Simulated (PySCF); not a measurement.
**Two-photon absorption: SMILES OB(O)c1ccc(Cl)cc1, C6H6BClO2**

Molfile (atoms numbered from 1):
```
C6H6BClO2
     RDKit          3D

 16 16  0  0  0  0  0  0  0  0999 V2000
   -2.1577    1.3227   -0.3271 O   0  0  0  0  0  0  0  0  0  0  0  0
   -1.5412    0.1298   -0.0801 B   0  0  0  0  0  0  0  0  0  0  0  0
   -2.2036   -1.0390    0.1635 O   0  0  0  0  0  0  0  0  0  0  0  0
    0.0221    0.1004   -0.0756 C   0  0  0  0  0  0  0  0  0  0  0  0
    0.7227   -1.0884    0.1757 C   0  0  0  0  0  0  0  0  0  0  0  0
    2.1136   -1.1261    0.1829 C   0  0  0  0  0  0  0  0  0  0  0  0
    2.8221    0.0490   -0.0667 C   0  0  0  0  0  0  0  0  0  0  0  0
    4.5550    0.0179   -0.0610 Cl  0  0  0  0  0  0  0  0  0  0  0  0
    2.1581    1.2490   -0.3207 C   0  0  0  0  0  0  0  0  0  0  0  0
    0.7667    1.2630   -0.3226 C   0  0  0  0  0  0  0  0  0  0  0  0
   -3.1184    1.3037   -0.3227 H   0  0  0  0  0  0  0  0  0  0  0  0
   -3.1629   -0.9837    0.1529 H   0  0  0  0  0  0  0  0  0  0  0  0
    0.1610   -2.0055    0.3703 H   0  0  0  0  0  0  0  0  0  0  0  0
    2.6557   -2.0528    0.3790 H   0  0  0  0  0  0  0  0  0  0  0  0
    2.7350    2.1551   -0.5132 H   0  0  0  0  0  0  0  0  0  0  0  0
    0.2402    2.2000   -0.5207 H   0  0  0  0  0  0  0  0  0  0  0  0
  1  2  1  0
  2  3  1  0
  2  4  1  0
  4  5  1  0
  5  6  2  0
  6  7  1  0
  7  8  1  0
  7  9  2  0
  9 10  1  0
 10  4  2  0
  1 11  1  0
  3 12  1  0
  5 13  1  0
  6 14  1  0
  9 15  1  0
 10 16  1  0
M  END
```

Computed, not measured: PySCF 2.14.0, TDDFT CAM-B3LYP/aug-cc-pVDZ excited states, vertical, gas phase. Geometry: PBE0-D3(BJ)/def2-SVP.

Q: Give the one- and two-photon strengths of the lowest singlets.

A: δ for parallel linear polarisation; σ at the peak of a Lorentzian of half width 0.1 eV, single beam; Ω is circular over linear.
| state | E (eV) | f | photon λ (nm) | δ (au) | σ (GM) | Ω | main |
| --- | --- | --- | --- | --- | --- | --- | --- |
| S1 | 5.16 | 0.002 | 481 | 0.1 | 0.00 | 1.50 | HOMO−1→LUMO+1 0.52, HOMO→LUMO+3 0.46 |
| S2 | 5.53 | 0.272 | 448 | 214 | 2.40 | 0.73 | HOMO→LUMO+1 0.87, HOMO−1→LUMO+3 0.11 |
| S3 | 6.14 | 0.000 | 404 | 0.11 | 0.00 | 1.50 | HOMO→LUMO 0.78, HOMO→LUMO+2 0.12 |
| S4 | 6.46 | 0.307 | 384 | 7.68 | 0.12 | 1.50 | HOMO→LUMO+3 0.51, HOMO−1→LUMO+1 0.45 |
| S5 | 6.54 | 0.001 | 379 | 0.26 | 0.00 | 1.50 | HOMO→LUMO+2 0.64, HOMO→LUMO 0.16 |
| S6 | 6.62 | 0.000 | 375 | 58.8 | 0.94 | 1.50 | HOMO−1→LUMO 0.64, HOMO−1→LUMO+2 0.26 |

Among these, the strongest one-photon state is S4, the strongest two-photon state S2, with a dipole change of 2.3 D (relaxed, norm of the difference vector).
